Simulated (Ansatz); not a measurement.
Basis-set extrapolation for `C#CCBCC` (PBE0-D4/def2-TZVP geometry, frozen core, the Gaussian-basis code of Ansatz). Multiplicity 1, RHF reference.

```csv
,def2-TZVPP,def2-QZVPP
HF,-219.274275,-219.284135
MP2 correlation,-0.925518,-0.983541
CCSD(T) correlation,-1.020276,not run
```

Energies in hartree. Use E(X) = E(∞) + A·exp(−7.88·√X) for Hartree–Fock and E(X) = E(∞) + B·X^(−2.97) for correlation, with X = 3 and 4, and add CCSD(T) minus MP2 of the smaller set to the MP2 limit.

Question: What is the CCSD(T) energy at the basis-set limit?

Answer: HF limit: -219.284135 + (-0.009860) × 0.13774 = -219.28549. MP2 limit: -0.983541 + (-0.058023) × 0.74074 = -1.02652. Higher-order term: -1.020276 − (-0.925518) = -0.09476. Total: -220.40677 hartree, 294.6 kJ/mol below CCSD(T)/def2-TZVPP.
